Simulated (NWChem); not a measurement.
# ScCl₂F; SMILES [F][Sc]([Cl])[Cl]

```xyz
4

Sc     0.3121    -0.0027     0.0000
F      2.1100     0.0034     0.0000
Cl    -0.7720     0.0017    -2.0021
Cl    -0.7720     0.0017     2.0021
```
Atoms are numbered in this order, from 1.

Level: PBE0/def2-SVP (NWChem), optimised geometry, unscaled harmonic frequencies. 

Task: List the harmonic frequencies with IR intensities, and the thermochemistry.

Result: 
```json
[
 {"frequency (cm⁻¹)": "72", "IR intensity (km/mol)": "71.2"},
 {"frequency (cm⁻¹)": "99", "IR intensity (km/mol)": "6.3"},
 {"frequency (cm⁻¹)": "143", "IR intensity (km/mol)": "4.2"},
 {"frequency (cm⁻¹)": "386", "IR intensity (km/mol)": "17.8"},
 {"frequency (cm⁻¹)": "494", "IR intensity (km/mol)": "189.4"},
 {"frequency (cm⁻¹)": "766", "IR intensity (km/mol)": "198.4"}
]
```

```yaml
zero_point_energy: 2.8 kcal/mol
thermal correction to the enthalpy at 298.15 K (with zero-point energy): 6.9 kcal/mol
heat capacity Cv: 15.3 cal/(mol K)
entropy at 298.15 K and 1 atm (symmetry number 2): 79.5 cal/(mol K)
dipole_moment: 0.53 D
```

Rigid rotor and harmonic oscillator; modes under 100 cm⁻¹ make the entropy uncertain.
